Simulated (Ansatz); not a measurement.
Input file for CH5FNNbO (`[CH3][Nb]([NH2])(=[O])[F]`):

```yaml
crystal:
  periodic: [false, false, false]
  atoms:
    - {symbol: C, position_ang: [-1.543955, 0.011920, 0.237213]}
    - {symbol: Nb, position_ang: [0.421232, 0.554399, -0.461319]}
    - {symbol: N, position_ang: [1.654286, -0.772344, 0.280785]}
    - {symbol: O, position_ang: [0.384351, 0.294965, -2.132032]}
    - {symbol: F, position_ang: [0.757305, 2.340036, 0.033498]}
    - {symbol: H, position_ang: [-2.267729, 0.728683, -0.168096]}
    - {symbol: H, position_ang: [-1.599867, 0.040953, 1.330083]}
    - {symbol: H, position_ang: [-1.831397, -0.985534, -0.103561]}
    - {symbol: H, position_ang: [1.976935, -0.780039, 1.239362]}
    - {symbol: H, position_ang: [2.132039, -1.484138, -0.252933]}
basis:
  gaussian: {orbitals: def2-TZVPP}
correlation: {method: ccsd_t}
output: {orbitals: {seedname: orbitals}}
```

```sh
$ ansatz run in.yaml --threads 4 --pin off --events-out ev --progress --plain --max-ram 10444MiB
```

Output of Ansatz, abridged:

```
Functional definition: HF
  name "HF"
  cite "Fock, Z. Phys. 61, 126 (1930) doi:10.1007/BF01340294"
  parent pbe
  exchange = exact_x
  correlation = 0
1559 factors; integrals over basis functions are off by at most 1.1e-3 eV
mean field evaluation 1: about -8864.7001 eV, gradient 7.6e1 eV
mean field evaluation 2: about -8864.8808 eV, gradient 7.6e1 eV
mean field evaluation 4: about -8875.1621 eV, gradient 1.4e1 eV
mean field evaluation 8: about -8875.5884 eV, gradient 1.2e0 eV
mean field evaluation 16: about -8875.5944 eV, gradient 2.5e-6 eV
mean field -8875.59439238 eV, -326.1720778258 hartree, gradient 2.4e-6 eV, S^2 0.000000; 0 other end points of the search recorded, 0 dependent functions left out
4 core orbitals not correlated: weight in the atoms' cores, before any rotation towards them, 1.000 or more for the frozen orbitals, at most 0.000 for the correlated occupied ones
reference -8875.59439238 eV, -326.1720778258 hartree; 20, 20 occupied and 226, 226 virtual orbitals, 1559 factors
second order -37.21069247 eV of doubles, -0.00000000 eV of singles
cycle   1  -34.98963034 eV  change     2.2e0 eV  update   2.5e-1
cycle   2  -36.35448589 eV  change    -1.4e0 eV  update   1.6e-1
cycle   3  -36.69041172 eV  change   -3.4e-1 eV  update   4.3e-2
cycle   4  -36.71635055 eV  change   -2.6e-2 eV  update   1.9e-2
cycle   5  -36.68692849 eV  change    2.9e-2 eV  update   5.5e-3
cycle   6  -36.68708088 eV  change   -1.5e-4 eV  update   2.6e-3
cycle   7  -36.68782814 eV  change   -7.5e-4 eV  update   1.0e-3
cycle   8  -36.68728453 eV  change    5.4e-4 eV  update   4.5e-4
cycle   9  -36.68749073 eV  change   -2.1e-4 eV  update   1.8e-4
cycle  10  -36.68774461 eV  change   -2.5e-4 eV  update   6.9e-5
cycle  11  -36.68761368 eV  change    1.3e-4 eV  update   3.9e-5
cycle  12  -36.68756385 eV  change    5.0e-5 eV  update   2.1e-5
perturbative correction -1.81565044 eV, -0.0667239230 hartree
Total energy: -8914.09760667 eV, -327.5870448527 hartree
```

It took 5.4 min on 4 threads of an Arm Neoverse V1 on a shared host, with 6.4 GiB of host memory at the peak.

MP2 recovers 96.6 % of the CCSD(T) correlation energy and the triples give 4.7 %; T1 = 0.0216.
